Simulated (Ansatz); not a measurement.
Consider the formal exchange of groups at the Se–C bond: `[SiH3]CC[SeH]` + `CO[SiH3]` → `CO[SiH2][SeH]` + `CC[SiH3]`.

Computed with Ansatz on PBE0-D4/def2-TZVP structures; ΔE is electronic, products minus reactants. CCSD(T)/CBS adds triple-zeta CCSD(T) − MP2 to the extrapolated MP2 energy (def2 sets, frozen cores). Functionals use def2-TZVPP. B3LYP here is the variant with VWN-RPA as its local correlation; programs differ in this. For Se outer-core shells are correlated without core-valence functions, which leaves a few kJ/mol of doubt a bond. Scalar relativity is left out up to krypton. One conformer a species, not always the lowest.

`[SiH3]CC[SeH]`:

Cartesian coordinates in Å:
```
Si 1.183 -0.864 -1.054
C -0.276 0.176 -0.472
C -0.218 0.483 1.010
Se -1.673 1.626 1.664
H 1.209 -2.165 -0.331
H 1.084 -1.129 -2.514
H 2.461 -0.152 -0.778
H -0.301 1.103 -1.052
H -1.198 -0.362 -0.715
H -0.215 -0.423 1.617
H 0.682 1.047 1.267
H -2.737 0.661 1.358
```

`CO[SiH3]`:

Z-matrix (Å, degrees):
```
C
O 1 1.408
H 1 1.091 2 108.3
H 1 1.096 2 111.5 3 119.2
H 1 1.096 2 111.5 3 -119.2
Si 2 1.642 1 122.4 3 -179.7
H 6 1.481 2 106.5 1 179.8
H 6 1.490 2 110.9 1 59.7
H 6 1.490 2 110.9 1 -60.1
```

`CO[SiH2][SeH]`:

```xyz
10

C    -0.621   -0.602    1.462
O     0.406   -0.135    0.614
Si    0.096    0.649   -0.791
Se    2.011    0.907   -1.966
H    -1.139    0.228    1.954
H    -1.359   -1.199    0.913
H    -0.167   -1.231    2.229
H    -0.910   -0.125   -1.566
H    -0.402    2.030   -0.555
H     2.085   -0.523   -2.294
```

`CC[SiH3]`:

Cartesian coordinates in Å:
```
C -0.018 -1.025 -0.984
C 0.686 -0.181 0.075
Si -0.435 1.089 0.882
H 0.661 -1.753 -1.434
H -0.414 -0.403 -1.791
H -0.858 -1.579 -0.558
H 1.540 0.348 -0.362
H 1.098 -0.821 0.863
H -1.586 0.417 1.547
H -0.977 2.026 -0.141
H 0.302 1.881 1.904
```

```tsv
level	ΔE (eV)
B3LYP	-1.12
CCSD/CBS(def2)	-1.14
```

Task: What does CCSD(T)/CBS give? (Best estimate.)

Result: The calculation gave: -1.13 eV. The listed levels differ from it by 0.01, -0.01 eV.

Largest T1 diagnostic among the species: 0.011.

In def2-TZVPP, CCSD(T) changes the Hartree–Fock value by +0.06 eV (the triples alone add +0.01 eV) and MP2 by +0.05 eV.
